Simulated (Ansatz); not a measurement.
Start from `C=C1O[SiH]1OC` and change one atom or group to get `C=C1O[SiH]1N`.

Ansatz, PBE0-D4/def2-TZVP geometries, multiplicity 1. Each molecule was computed in one conformer, which needn't be the lowest.

```csv
property,`C=C1O[SiH]1OC`
LUMO energy (PBE/def2-TZVPP) / eV,-0.98
size of the dipole moment (PBE/def2-TZVPP) / D,3.05
HOMO energy (PBE/def2-TZVPP) / eV,-5.63
HOMO–LUMO gap (PBE0/def2-TZVPP) / eV,6.73
HOMO–LUMO gap (B3LYP/def2-TZVPP) / eV,6.27
"ideal-gas entropy at 298 K and 1 bar (rigid rotor, harmonic PBE0-D4/def2-TZVP) / J/(mol·K)",358
```

**Question.** Give the same properties after the change, and the shifts. (An estimate is asked.)

**Answer.** The calculation gave: 
```tsv
property	`C=C1O[SiH]1N`	shift
LUMO energy (PBE/def2-TZVPP) / eV	-0.86	0.12
size of the dipole moment (PBE/def2-TZVPP) / D	3.17	0.12
HOMO energy (PBE/def2-TZVPP) / eV	-5.47	0.16
HOMO–LUMO gap (PBE0/def2-TZVPP) / eV	6.68	-0.05
HOMO–LUMO gap (B3LYP/def2-TZVPP) / eV	6.21	-0.06
ideal-gas entropy at 298 K and 1 bar (rigid rotor, harmonic PBE0-D4/def2-TZVP) / J/(mol·K)	322	-36
```

With PBE0 the HOMO rises by 0.16 eV and the LUMO rises by 0.11 eV, so the gap narrows by about 0.05 eV. PBE moves the HOMO by 0.16 eV and ωB97M-V by 0.15 eV. The zero-point energy changes by -43.3 kJ/mol with -6 modes. Dipoles are sizes alone; their direction can turn. Modes under 60 cm⁻¹, often nearly free rotors, make the harmonic entropy too high.

Positive LUMOs are unbound, so they and the gaps depend on the basis.

B3LYP here is the variant with VWN-RPA as its local correlation; programs differ in this.
